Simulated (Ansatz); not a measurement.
| atom | x (Å) | y (Å) | z (Å) |
| --- | --- | --- | --- |
| C | 1.0883 | 0.0066 | 0.0294 |
| C | 0.0259 | 1.0904 | 0.0195 |
| C | -1.0828 | -0.0104 | -0.0416 |
| C | 0.0020 | -1.0881 | 0.0305 |
| H | 1.7531 | 0.0092 | 0.8621 |
| H | 0.0184 | 1.7410 | 0.8828 |
| H | -1.7566 | -0.0020 | 0.8582 |
| H | -0.0006 | -1.7223 | 0.8789 |
| H | 1.7357 | -0.0249 | -0.8812 |
| H | -0.0098 | 1.7413 | -0.8635 |
| H | -1.7825 | 0.0109 | -0.8808 |
| H | 0.0088 | -1.7515 | -0.8945 |

Basis set: cc-pVDZ (spherical functions). Frozen core: 4 orbitals. Charge 0, multiplicity 1.

Computed with Ansatz (development build ahead of 0.2.0); each method stands on the lowest determinant of its kind that the runs found. Restricted open shells among the atoms or ions are ROHF, correlated in semicanonical orbitals with singles.

Question: Give the atomization energy at this shape (free ground-state atoms in the same class of orbitals less the molecule, no zero-point energy) of singlet C₄H₈ by RHF-MP2, RHF.

Answer:

```json
{"method": "RHF-MP2", "atomization energy": "46.80 eV"}
{"method": "RHF", "atomization energy": "37.41 eV"}
```

Caution: the shape is not the minimum.
